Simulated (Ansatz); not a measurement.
Molecule: GaF, net charge 0, singlet state. SMILES: [F][Ga]
Geometry from a B3LYP-D3(BJ)/def2-TZVP (Ansatz, an electronic-structure program) optimisation:
```
Ga
F 1 1.8005
```

Wanted: atomisation energy, in kcal/mol. Conventions: open shells spin-unrestricted; non-relativistic; atomisation electronic, to ground-state atoms; no spin-orbit coupling; 6-31G* and kin with 6d, 5d where marked. First-principles rows: single points at B3LYP-D3(BJ) geometries (Ansatz).

```csv
species,coefficient,"E at B3LYP/6-31G* (Ansatz), Eh","E at wB97X-V/def2-TZVPD (Ansatz), Eh"
[F][Ga],-1,-2024.52763,-2024.58352
F atom,+1,-99.71553,-99.73522
Ga atom,+1,-1924.59261,-1924.62211
```

 1 Eh = 627.5095 kcal/mol.

Q: Work the quantity out at each level.

A: 
- B3LYP/6-31G*: the sum of coefficient times E is 0.21949 Eh, or 137.73 kcal/mol. Result: 137.7 kcal/mol.
- wB97X-V/def2-TZVPD: the sum of coefficient times E is 0.22619 Eh, or 141.94 kcal/mol. Result: 141.9 kcal/mol.
